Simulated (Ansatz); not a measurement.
A made-up structure of AlHBrO (charge -1), closed shell:

```
4
angstrom
O -3.5652 0.1745 -0.3466
Al 0.2098 -0.0763 0.1558
Br -1.8373 0.1741 -1.0350
H 1.0687 1.2123 -0.2749
```

It is relaxed with PBE-D4/def2-SVPD and then PBE0-D4/def2-TZVPD (Ansatz 0.2.0). Atoms count as bonded within 1.22 times the sum of their covalent radii (H–H: 0.88 Å). The end point is not checked to be a true minimum.

(1) Does its bonding change? (A judgement: the text doesn't fix the answer.)

## Answers

(1) The calculation gives: No: no bond forms or breaks.

Where it ends: The first stage lowers the energy by 0.91 eV in 9 steps. It ends as AlHBrO ([O][Br][AlH]), total charge -1:
O1  (-3.324, -0.073, -0.485)
Al2  (0.153, -0.096, 0.477)
Br3  (-1.785, 0.643, -0.889)
H4  (0.832, 1.011, -0.604)
(Å)

Labels in which every atom is bracketed show which atoms are joined, not bond orders.

For scale, one of the runs: PBE0-D4/def2-TZVPD relaxation, 149 basis functions, launched by `ansatz run in.yaml --threads 2 --pin off --events-out ev --progress --plain --max-ram 4352MiB`. The run took about 18 s on 2 CPU threads of an Intel Xeon Platinum 8488C (shared host).
